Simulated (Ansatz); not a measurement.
Abridged output of a molecular run in Ansatz:

```
Functional definition: HF
919 factors; integrals over basis functions are off by at most 1.1e-3 eV
mean field evaluation 1: about -78906.4659 eV, gradient 4.0e1 eV
mean field evaluation 2: about -78906.4835 eV, gradient 4.0e1 eV
mean field evaluation 4: about -78910.0469 eV, gradient 2.9e0 eV
mean field evaluation 8: about -78910.0885 eV, gradient 1.7e-1 eV
mean field evaluation 16: about -78910.0590 eV, gradient 8.2e-1 eV
mean field -78910.08872329 eV, -2899.8922734016 hartree, gradient 3.3e-6 eV, S^2 0.000000; 0 other end points of the search recorded, 0 dependent functions left out
20 core orbitals not correlated: weight in the atoms' cores, before any rotation towards them, 1.000 or more for the frozen orbitals, at most 0.000 for the correlated occupied ones
reference -78910.08872329 eV, -2899.8922734016 hartree; 17, 17 occupied and 60, 60 virtual orbitals, 919 factors
second order -17.40899831 eV of doubles, -0.00000000 eV of singles
cycle   1  -17.44677802 eV  change   -3.8e-2 eV  update   1.2e-1
cycle   2  -17.99097036 eV  change   -5.4e-1 eV  update   3.8e-2
cycle   3  -18.12929394 eV  change   -1.4e-1 eV  update   2.1e-2
cycle   4  -18.11651446 eV  change    1.3e-2 eV  update   5.1e-3
cycle   5  -18.11505202 eV  change    1.5e-3 eV  update   2.6e-3
cycle   6  -18.11605479 eV  change   -1.0e-3 eV  update   8.4e-4
cycle   7  -18.11573786 eV  change    3.2e-4 eV  update   3.9e-4
cycle   8  -18.11569890 eV  change    3.9e-5 eV  update   1.2e-4
cycle   9  -18.11576380 eV  change   -6.5e-5 eV  update   5.1e-5
cycle  10  -18.11574853 eV  change    1.5e-5 eV  update   1.7e-5
perturbative correction -0.53832425 eV, -0.0197830511 hartree
Total energy: -78928.74279606 eV, -2900.5777979317 hartree
```

Its atoms:

Cartesian coordinates in Å:
```
Cl -1.806 0.980 1.800
Si -0.126 0.096 1.058
O 0.750 0.956 -0.019
Ge 0.094 -0.455 -1.117
H 0.585 -0.512 2.201
H 1.290 -1.217 -1.706
H -0.788 0.151 -2.216
```

Question: Which basis set was used?
A. def2-TZVPPD
B. def2-SVPD
C. def2-SVP
D. def2-TZVPP

Answer: C. It gives 97 functions.

Question: Write the keys of the input that set method, charge and spin (a neutral closed shell needs none for the last two).

Answer: 
```yaml
correlation: {method: ccsd_t}
```
